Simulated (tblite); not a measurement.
C₆H₁₁F₂N.
Structure used (GFN2-xTB), in Å, numbered top down from 1:
```xyz
20
C6H11F2N angstrom
C     -1.566   -0.379    1.457
C     -0.935   -0.262    0.301
C     -1.323   -1.020   -0.930
C      0.248    0.671    0.147
N      1.386   -0.038   -0.422
C      1.966   -0.993    0.503
C     -0.114    1.811   -0.806
F      0.873    2.746   -0.821
F     -1.230    2.457   -0.397
H     -1.276    0.183    2.329
H     -2.410   -1.036    1.574
H     -1.921   -1.890   -0.672
H     -1.915   -0.385   -1.589
H     -0.431   -1.334   -1.466
H      0.482    1.127    1.127
H      2.095    0.634   -0.703
H      2.809   -1.479    0.019
H      1.214   -1.744    0.745
H      2.309   -0.533    1.441
H     -0.265    1.473   -1.841
```

Computed values, GFN2-xTB/tblite, gas phase, harmonic and unscaled. This tight-binding method is rough: wavenumbers can miss measured ones by several per cent, in bad cases by 10 to 20. One conformer, not necessarily the lowest.

Harmonic wavenumbers (cm⁻¹): 49.9, 66.0, 100.7, 138.7, 163.1, 183.1, 196.9, 272.4, 313.8, 374.0, 407.5, 473.2, 488.3, 539.9, 567.7, 712.2, 819.0, 896.3, 904.4, 955.0, 1010.1, 1014.6, 1034.2, 1037.8, 1052.7, 1098.5, 1121.9, 1159.9, 1167.2, 1220.3, 1266.0, 1273.3, 1289.5, 1312.4, 1390.1, 1398.3, 1418.0, 1423.5, 1471.3, 1481.6, 1483.7, 1497.9, 1729.4, 2801.2, 2877.7, 2916.1, 3003.8, 3016.4, 3031.8, 3042.4, 3053.8, 3108.9, 3134.1, 3353.8.

A = 1830, B = 1377, C = 974.4 MHz; mass 135.086 u (most abundant isotopes); point group C1, symmetry number 1.

Zero-point energy?

Half the sum of the wavenumbers: 35657 cm⁻¹ = 101.95 kcal/mol.

Give the ideal-gas entropy at 298.15 K and 1 bar in the rigid-rotor, harmonic-oscillator model (classical rotation).

Translation 40.64, rotation 29.26, vibration 31.52: S = 101.4 cal/(mol K).

And Cp and H(298.15 K) − H(0)?

Cp = 39.72 cal/(mol K), of which vibrations give 31.77 (their classical limit is 54 R = 107.3); H(298.15 K) − H(0) = 7.30 kcal/mol without the zero-point energy, 4.93 from vibrations.

What must be added to the electronic energy to get the Gibbs energy at 298.15 K and 1 bar?

ZPE + [H(298.15 K) − H(0)] − T·S = 101.95 + 7.30 − 30.24 = 79.01 kcal/mol.

How do the functions run with temperature in this model?

```csv
T (K),S (cal/(mol K)),Cp (cal/(mol K)),H − H(0) (kcal/mol),G − H(0) (kcal/mol),ln q(vib)
150,79.7,25.3,2.50,-9.46,3.31
250,94.9,34.8,5.50,-18.21,6.19
400,114.5,50.0,11.87,-33.95,10.35
600,138.1,66.4,23.61,-59.26,15.73
900,168.3,82.3,46.12,-105.37,23.32
```

q(vib) and H(0) count from the zero-point level.

Hindered rotation and anharmonicity are outside this model. Other conformers, if any are populated, would add a mixing term that is left out. The structure is chiral; the term R ln 2 for an equal mix with its mirror image is left out.
